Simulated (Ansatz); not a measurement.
Reaction (ligand exchange at a Ga–O bond): `[OH][GaH][Cl]` + HCl → `[Cl][GaH][Cl]` + H₂O

Program: Ansatz. Geometries: PBE0-D4/def2-TZVP. ΔE: electronic, gas phase. CCSD(T)/CBS adds triple-zeta CCSD(T) − MP2 to the extrapolated MP2 energy (def2 sets, frozen cores). This one scheme is used for every species. Functionals use def2-TZVPP. B3LYP here is the variant with VWN-RPA as its local correlation; programs differ in this. HSE06 is defined as in plane-wave codes. For Ga outer-core shells are correlated without core-valence functions, which leaves a few kJ/mol of doubt a bond. Scalar relativity is left out up to krypton. Each species was taken in one conformer, which may not be the lowest.

```
             level  ΔE (kJ/mol)  difference from CCSD(T)/CBS
           BLYP-D4        -47.7                          5.9
            B97M-V        -53.4                          0.2
          B3LYP-D4        -52.9                          0.7
        r2SCAN0-D4        -57.7                         -4.1
          BHLYP-D4        -59.0                         -5.4
      CAM-B3LYP-D4        -49.4                          4.2
               PBE        -50.8                          2.8
             HSE06        -57.3                         -3.7
             BHLYP        -56.4                         -2.8
           LC-ωPBE        -50.5                          3.1
       HF/def2-SVP        -63.6                        -10.0
  CCSD(T)/def2-SVP        -46.9                          6.7
     HF/def2-TZVPP        -62.5                         -8.9
SCS-MP2/def2-TZVPP        -48.3                          5.3
     HF/def2-QZVPP        -61.5                         -7.9
    MP2/def2-QZVPP        -52.5                          1.1
       CCSD(T)/CBS        -53.6                            0
```

Largest T1 diagnostic among the species: 0.013.

Leaving LDA and LC-ωPBE aside and taking each functional with its dispersion term where it has one, the values spread over 11.3 kJ/mol, from BHLYP-D4 to BLYP-D4. LDA lies +3.9 kJ/mol from PBE without D4. In def2-TZVPP, CCSD(T) changes the Hartree–Fock value by +13.5 kJ/mol (the triples alone add +1.3 kJ/mol) and MP2 by +12.3 kJ/mol.
